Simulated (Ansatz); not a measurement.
Computed with Ansatz on PBE0-D4/def2-TZVP structures; ΔE is electronic, products minus reactants. CCSD(T)/CBS is the MP2 limit (def2-TZVPP, def2-QZVPP) plus CCSD(T) − MP2 in def2-TZVPP, frozen cores. This one scheme is used for every species. Functionals use def2-TZVPP. HSE06 is defined as in plane-wave codes. For Ga, Ge outer-core shells are correlated without core-valence functions, which leaves a few kJ/mol of doubt a bond. Scalar relativity is left out up to krypton.

Consider the cleavage of the Ga–Ge bond: `[F][GeH2][GaH2]` + `BO` → `B[O][GaH2]` + `[F][GeH3]`.

`[F][GeH2][GaH2]`:

Z-matrix (Å, degrees):
```
Ge
Ga 1 2.453
F 1 1.755 2 108.7
H 1 1.544 2 114.9 3 -116.8
H 1 1.544 2 114.9 3 116.8
H 2 1.570 1 118.5 3 179.8
H 2 1.566 1 120.6 3 -0.2
```

`BO`:

Z-matrix (Å, degrees):
```
B
O 1 1.348
H 1 1.196 2 116.8
H 1 1.202 2 120.7 3 -180.0
H 2 0.961 1 113.5 3 180.0
```

`B[O][GaH2]`:

```xyz
7

B     0.427   -1.220    0.740
O    -0.082   -0.021    0.467
Ga   -0.450    1.261   -0.723
H     0.917   -1.898   -0.133
H     0.392   -1.621    1.876
H     0.660    2.341   -0.866
H    -1.864    1.158   -1.362
```

`[F][GeH3]`:

Z-matrix (Å, degrees):
```
Ge
F 1 1.742
H 1 1.533 2 106.2
H 1 1.533 2 106.3 3 120.0
H 1 1.533 2 106.2 3 -120.0
```

| level | ΔE (eV) |
| --- | --- |
| HSE06-D4 | -0.20 |
| CAM-B3LYP | -0.37 |
| LC-ωPBE | -0.31 |
| HF/def2-SVP | -0.52 |
| CCSD/def2-SVP | -0.46 |
| CCSD(T)/def2-SVP | -0.46 |
| MP2/def2-TZVPP | -0.40 |
| CCSD(T)/def2-TZVPP | -0.36 |

Problem. What does CCSD(T)/CBS give? (Estimate.)

Solution. Ansatz gave: -0.30 eV. The listed levels differ from it by 0.10, -0.07, -0.01, -0.22, -0.16, -0.16, -0.10, -0.06 eV.

Largest T1 diagnostic among the species: 0.016.

In def2-TZVPP, CCSD(T) changes the Hartree–Fock value by +0.13 eV (the triples alone add +0.00 eV) and MP2 by +0.08 eV. At CCSD(T), def2-SVP lies −0.16 eV from the extrapolated value and def2-TZVPP −0.06 eV.
